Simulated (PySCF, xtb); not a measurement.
S4, SMILES [S]([S]=S)=S (connectivity only; charge and spin as stated), neutral, multiplicity 1.

GFN2-xTB run with xtb 6.7.1 at its own geometry gives an orbital gap of 0.63 eV and a dipole moment of 2.13 D.

Geometry: ωB97X-D3(BJ)/def2-SVP. Other conformers were not sampled.

Task: What does HF/def2-TZVPD in PySCF give? (Estimate from the structure and the level; the computed values follow.)

Result: gap 6.60 eV (levels -8.44 and -1.84 eV), dipole 1.81 D.
